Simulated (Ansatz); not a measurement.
`O[AsH][GeH3]`, 8 atoms. Total charge 0; spin multiplicity 1. Correlated methods include outer-core shells of As, Ge, which these sets cover unevenly. Scalar relativity is left out up to krypton. All runs use 4 threads of a server CPU on a shared host. Correlated methods freeze the cores.

(1) Give the basis size and wall time and peak host memory of each of these runs in Ansatz. RKS ωB97M-V/def2-QZVPP energy; direct RPA on PBE orbitals/def2-TZVPP energy; RKS PBE0-D4/def2-TZVP frequencies; RKS r2SCAN-D4/def2-TZVPP energy and forces; RKS PBE0-D4/def2-QZVPP energy; RKS BLYP-D4/def2-TZVPP energy; RHF-MP2/def2-QZVPP energy; RHF-CCSD(T)/def2-SVP energy; RKS PBE0-D4/def2-TZVP relaxation (11 steps); RKS ωB97M-V/def2-SVP energy; RKS B3LYP-D4/def2-TZVPP energy and forces; RHF-CCSD(T)/def2-TZVPP energy. (An estimate is asked.)

## Answers

(1) The calculation gave: Other jobs shared the machine, so times are rough.

```tsv
level	job	functions	wall time	peak host memory (GiB)
RKS BLYP-D4/def2-TZVPP	energy	197	1.4 s	0.24
direct RPA on PBE orbitals/def2-TZVPP	energy	197	3.3 s	0.43
RKS B3LYP-D4/def2-TZVPP	energy and forces	197	3.4 s	0.57
RKS r2SCAN-D4/def2-TZVPP	energy and forces	197	3.7 s	0.26
RKS ωB97M-V/def2-SVP	energy	103	4.1 s	0.33
RHF-CCSD(T)/def2-SVP	energy	103	4.9 s	0.43
RKS PBE0-D4/def2-QZVPP	energy	385	6.5 s	1.4
RKS ωB97M-V/def2-QZVPP	energy	385	15 s	1.6
RHF-MP2/def2-QZVPP	energy	385	16 s	1.8
RKS PBE0-D4/def2-TZVP	relaxation (11 steps)	157	28 s	0.43
RHF-CCSD(T)/def2-TZVPP	energy	197	79 s	2.4
RKS PBE0-D4/def2-TZVP	frequencies	157	84 s	0.42
```

B3LYP here is the variant with VWN-RPA as its local correlation; programs differ in this.
